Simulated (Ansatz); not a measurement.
C3H9FZr, SMILES `[CH3][Zr]([CH3])([CH3])[F]`, 14 atoms. Total charge 0; spin multiplicity 1. Correlated methods include outer-core shells of Zr, which these sets cover unevenly. Zr: def2 effective core potential. All runs use 4 threads of an Arm Neoverse V1 on a shared host. Correlated methods freeze the cores.

(1) How many basis functions does each run have, and how long does it take in Ansatz? RKS PBE0-D4/def2-TZVP frequencies; RKS ωB97M-V/def2-QZVPP energy; RKS PBE-D4/def2-TZVPP energy and forces; direct RPA on PBE orbitals/def2-TZVPP energy; RKS ωB97M-V/def2-SVP energy; RHF-MP2/def2-QZVPP energy; RKS PBE0-D4/def2-TZVP relaxation (36 steps); RKS PBE0-D4/def2-SVP energy; RKS PBE0-D4/def2-QZVPP energy; RKS CAM-B3LYP-D4/def2-TZVPP energy; RKS r2SCANh-D4/def2-TZVPP energy; RKS LC-ωPBE/def2-TZVPP energy. (Estimate.)

Results:

(1) Ansatz gave: Other jobs shared the machine, so times are rough.

```
                                level                    job  functions  wall time  peak host memory (GiB)
                 RKS PBE0-D4/def2-SVP                 energy        132      1.8 s                    0.51
                RKS PBE-D4/def2-TZVPP      energy and forces        306        6 s                    0.42
               RKS LC-ωPBE/def2-TZVPP                 energy        306      7.5 s                    0.65
          RKS CAM-B3LYP-D4/def2-TZVPP                 energy        306       10 s                    0.94
                 RKS ωB97M-V/def2-SVP                 energy        132       10 s                    0.51
            RKS r2SCANh-D4/def2-TZVPP                 energy        306       12 s                    0.83
direct RPA on PBE orbitals/def2-TZVPP                 energy        306       18 s                    0.96
               RKS PBE0-D4/def2-QZVPP                 energy        579       20 s                     2.2
               RKS ωB97M-V/def2-QZVPP                 energy        579       42 s                     2.7
                   RHF-MP2/def2-QZVPP                 energy        579       63 s                     4.4
                RKS PBE0-D4/def2-TZVP  relaxation (36 steps)        218      3 min                    0.61
                RKS PBE0-D4/def2-TZVP            frequencies        218    4.8 min                    0.61
```

LC-ωPBE has ω = 0.4 bohr⁻¹.
